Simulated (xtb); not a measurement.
MgHF, SMILES [F][MgH]. All values are semi-empirical tight-binding results from xtb (GFN2-xTB unless named), good for trends rather than for accurate numbers. Geometry: GFN2-xTB.

Optimised geometry:

Bonds (Å): Mg1–H2 1.529, Mg1–F3 1.688. Bond angles (°): H2–Mg1–F3 179.5.
Charge 0, spin multiplicity 1.

For metal compounds this method's bond lengths and energies can be far off.

```yaml
point_group_as_xtb_finds_it: C∞v
orbital_gap: 4.08 eV
zero_point_energy: 3.7 kcal/mol
G − E(el) at 298.15 K (modified RRHO): -10.6 kcal/mol
```

Q: Give the atomic charges and the Wiberg bond orders between heavy atoms. (The exact figures need the calculation; the answer reports its results.)

A: charges (e) Mg1 0.46, H2 -0.05, F3 -0.41. Bond orders Mg1–F3 0.97.
